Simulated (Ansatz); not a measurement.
Reaction (ligand exchange at the Si–O bond): `O[SiH2]O[SiH]1C=C1` + `[AsH3]` → `O[SiH2][AsH2]` + `O[SiH]1C=C1`

Isolated molecules relaxed with PBE0-D4/def2-TZVP in Ansatz; ΔE leaves out vibrations. CCSD(T)/CBS adds triple-zeta CCSD(T) − MP2 to the extrapolated MP2 energy (def2 sets, frozen cores). Functionals use def2-TZVPP. B3LYP here is the variant with VWN-RPA as its local correlation; programs differ in this. For As outer-core shells are correlated without core-valence functions, which leaves a few kJ/mol of doubt a bond. Scalar relativity is left out up to krypton. Each species was taken in one conformer, which may not be the lowest.

```
         level  ΔE (eV)
     r2SCAN-D4     0.99
      B3LYP-D4     1.04
       ωB97X-V     1.02
        B2PLYP     1.05
        r2SCAN     0.98
         B3LYP     1.03
MP2/def2-QZVPP     1.02
 MP2/CBS(def2)     1.00
```

Problem. What does CCSD(T)/CBS give? (Best estimate.)

Solution. The calculation gave: +1.01 eV. The listed levels differ from it by -0.02, 0.03, 0.01, 0.04, -0.03, 0.02, 0.01, -0.01 eV.

Largest T1 diagnostic among the species: 0.012.

In def2-TZVPP, CCSD(T) changes the Hartree–Fock value by −0.20 eV (the triples alone add −0.03 eV) and MP2 by −0.22 eV. From PBE to PBE0 (25 % exact exchange), in def2-TZVPP and without D4, ΔE moves by +0.06 eV.
